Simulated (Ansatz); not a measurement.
Cost and result for the atomization energy of `CC(=O)[Te][SiH3]` (11 atoms, 10 bonds).

```xyz
11

C    -0.4526    1.2281   -0.7728
C    -1.5549    0.7289    0.1088
O    -2.6349    1.2185    0.1970
Te   -1.1314   -1.0414    1.3251
Si    1.2214   -1.4625    0.6194
H     0.4202    1.4784   -0.1651
H    -0.7937    2.1079   -1.3197
H    -0.1561    0.4427   -1.4721
H     1.6654   -2.6608    1.3743
H     2.1031   -0.3114    0.9451
H     1.3136   -1.7285   -0.8399
```

The species carries charge 0 and has multiplicity 1. Correlated methods include outer-core shells of Te, which these sets cover unevenly. Te takes the def2 core potential. Geometry: relaxed with PBE0-D4/def2-TZVP. It is one conformer, not always the lowest. Program: Ansatz. All runs use 4 threads of an Arm Neoverse V2 on a shared host. Times are those of one run each, without the atoms' runs, and a repeat can differ threefold. Electronic energies, without spin–orbit coupling; frozen cores. CCSD(T)/CBS adds CCSD(T) − MP2 in def2-TZVPP to the MP2 limit, and its time is that of the two runs behind it. T1 = 0.015. With those shells the extrapolation isn't a true limit. B3LYP takes the VWN-RPA correlation (the form of Gaussian; ORCA's B3LYP/G).

CCSD(T)/CBS is a level of theory with its own doubt, some kJ/mol a heavy atom from the limit and from the frozen cores, so smaller differences don't rank the functionals.

```
                             level  functions  atomization (kJ/mol)  difference from CCSD(T)/CBS  per bond
                    MP2/def2-QZVPP        503                3916.2                         11.9       1.2
                ωB97X-V/def2-TZVPP        269                3902.6                         -1.7      -0.2
                PBE0-D4/def2-TZVPP        269                3898.6                         -5.7      -0.6
   PBE-D4/def2-TZVPP (with forces)        269                3990.3                         86.0       8.6
                 B2PLYP/def2-TZVPP        269                3844.1                        -60.2      -6.0
 B3LYP-D4/def2-TZVPP (with forces)        269                3895.7                         -8.6      -0.9
r2SCAN-D4/def2-TZVPP (with forces)        269                3912.3                          8.0       0.8
                CCSD(T)/def2-TZVPP        269                3785.2                       -119.1     -11.9
  ωB97M-V/def2-TZVPP (with forces)        269                3884.5                        -19.8      -2.0
                 CCSD(T)/CBS(def2)          –                3904.3                          0.0       0.0
```

(1) Order the runs by time, with rough figures. (An estimate is asked.)

Answers

(1) Ansatz gave: PBE-D4/def2-TZVPP (with forces) 2.9 s; PBE0-D4/def2-TZVPP 3.6 s; r2SCAN-D4/def2-TZVPP (with forces) 5.5 s; B3LYP-D4/def2-TZVPP (with forces) 6 s; B2PLYP/def2-TZVPP 7 s; ωB97X-V/def2-TZVPP 9 s; ωB97M-V/def2-TZVPP (with forces) 14 s; MP2/def2-QZVPP 27 s; CCSD(T)/def2-TZVPP 5.8 min; CCSD(T)/CBS(def2) 6.3 min.

In def2-TZVPP, CCSD(T) changes the Hartree–Fock value by +1032.2 kJ/mol (the triples alone add +74.0 kJ/mol) and MP2 by +1092.8 kJ/mol; breaking electron pairs costs correlation energy, which Hartree–Fock lacks. The D4 term adds +47.2 kJ/mol with B3LYP and +24.8 kJ/mol with PBE0; it sums over pairs of atoms, weighted by their polarisabilities, and B3LYP, whose exchange is more repulsive, gets the larger term. From PBE to PBE0 (25 % exact exchange), in def2-TZVPP and without D4, the atomization energy moves by −87.5 kJ/mol: exact exchange takes away binding that semilocal exchange gives to molecules.

Spin–orbit coupling would lower the free Te atoms strongly, and the atomization energy with them, by more than many differences here.
